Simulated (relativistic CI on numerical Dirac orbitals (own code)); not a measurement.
# Rh7+: M2,3 absorption edge

Computed with this model: Dirac-Coulomb-Breit CI, separate exchange-only KLI orbitals for each configuration, QED by a radiative potential, valence Slater integrals scaled by 0.9, multiplet model of core-to-valence dipole absorption; configurations [Kr] 4d2 → [Ne] 3s2 3p5 3d10 4s2 4p6 4d3; 300 K; Lorentzian 1.2 eV and Gaussian 0.4 eV FWHM. Energies are those of the free ion, without screening or charge transfer. The branching ratio is the share of the lower-energy edge in the whole absorption, uncertain by about 0.02 where the edges overlap. S is read from ⟨S²⟩ = S(S + 1).

Field parameters in Wybourne normalisation: D4h B²₀ = −7Ds, B⁴₀ = 21(Dq − Dt), B⁴₄ = 21√(5/14) Dq. The field is a parameter set, without covalency.

Computed curve for D4h, 10Dq = 27050, Ds = -1500, Dt = -300 cm⁻¹, scaled to 100 at the maximum (points under 2 are left out and the grid is thinned):

(Energy (eV), Intensity): (505.75, 2.1), (506.25, 2.5), (506.75, 2.9), (507.25, 3.6), (507.75, 4.5), (508.25, 5.9), (508.75, 8.2), (509.25, 12.7), (509.75, 22.5), (510.25, 38.4), (510.75, 43.6), (511.25, 41.7), (511.75, 58.5), (512.25, 79.7), (512.75, 77.9), (513.25, 78.0), (513.75, 91.2), (514.25, 100.0), (514.75, 93.9), (515.25, 87.3), (515.75, 71.9), (516.25, 56.7), (516.75, 41.2), (517.25, 28.3), (517.75, 20.2), (518.25, 14.6), (518.75, 10.3), (519.25, 7.5), (519.75, 5.7), (520.25, 4.7), (521.00, 3.5), (521.50, 2.9), (522.00, 2.5), (522.50, 2.2), (523.00, 2.1), (523.50, 2.1), (533.00, 2.0), (533.50, 2.7), (534.00, 4.0), (534.50, 6.7), (535.00, 12.7), (535.50, 17.5), (536.00, 13.6), (536.50, 10.1), (537.00, 11.9), (537.50, 19.8), (538.00, 28.8), (538.50, 29.4), (539.00, 32.1), (539.50, 32.6), (540.00, 26.4), (540.50, 23.0), (541.00, 19.0), (541.50, 15.5), (542.00, 13.4), (542.50, 11.2), (543.00, 7.3), (543.50, 4.9), (544.00, 3.3), (544.50, 2.3)

The ground state has S = 0.99, and the centroid lies at 519.92 eV.
